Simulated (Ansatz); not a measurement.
C$_{3}$H$_{6}$O$_{2}$Si (`[SiH3]C1OC=CO1`), charge 0, multiplicity 1.

Problem. Give a relaxed structure at PBE0-D4/def2-TZVP (the Gaussian-basis code of Ansatz). (Best estimate.)

Solution. Ansatz gave: 
Cartesian coordinates in Å:
```
Si 0.557 1.859 -0.516
C 0.277 0.212 0.399
O 0.809 -0.880 -0.346
C -0.072 -1.906 -0.082
C -1.190 -1.426 0.440
O -1.115 -0.055 0.551
H -0.097 1.788 -1.844
H -0.028 2.955 0.298
H 2.018 2.073 -0.662
H 0.735 0.185 1.407
H 0.219 -2.902 -0.366
H -2.114 -1.903 0.721
```
Point group Cs.
This is one stationary point; other conformers may exist.
